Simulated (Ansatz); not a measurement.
Ideal-gas functions of ClH₃NOSi (`N[SiH]([O])Cl`) radical at 400 K and 1 bar, from an Ansatz frequency run at PBE0-D4/def2-TZVP.

Molar mass 96.57 g/mol, point group C1 (symmetry number 1), electronic degeneracy 2, moments of inertia 66.419, 155.399, 195.824 u Å². Harmonic wavenumbers (cm⁻¹, unscaled): 117, 195, 263, 310, 482, 545, 720, 789, 823, 886, 911, 1573, 2282, 3580, 3680.

Use S(trans) = R[1.5 ln M + 2.5 ln T − 1.1517]; rotational temperatures θ = 24.2544 K / I; S(rot) = R[ln(√π/σ · √(T³/θAθBθC)) + 1.5]; for each mode x = 1.438777 ν̃/T, S = R[x/(eˣ − 1) − ln(1 − e⁻ˣ)] and H = RT x/(eˣ − 1); 1 cm⁻¹ = 0.0119627 kJ/mol; R = 8.31446 J/(mol·K).

**Question.** By hand: the entropy, in J/(mol·K).

**Answer.** Translation 172.0. Rotation: θ = 0.3652, 0.1561, 0.1239 K, giving 112.5. Vibration, mode by mode: 15.57, 11.43, 9.08, 7.83, 4.71, 3.93, 2.40, 1.97, 1.79, 1.49, 1.39, 0.19, 0.02, 0.00, 0.00, in all 61.8. Electronic 5.8. Sum 352.1 J/(mol·K).

**Question.** By hand: H − E and G − E in kJ/mol, counted from the electronic energy.

**Answer.** Zero-point energy ½ × 17156 × 0.0119627 = 102.6; thermal vibration 13.9; translation, rotation and pV give 4 RT = 13.3. H − E = 129.8 kJ/mol, and G − E = 129.8 − 400 × 352.1/1000 = -11.0 kJ/mol.

Vibration gives 18 % of the entropy, 15.6 J/(mol·K) of it from the mode under 150 cm⁻¹: soft modes count most, and the harmonic formula is weakest for them. The sum counts one conformer and one mirror image; others add a mixing term.
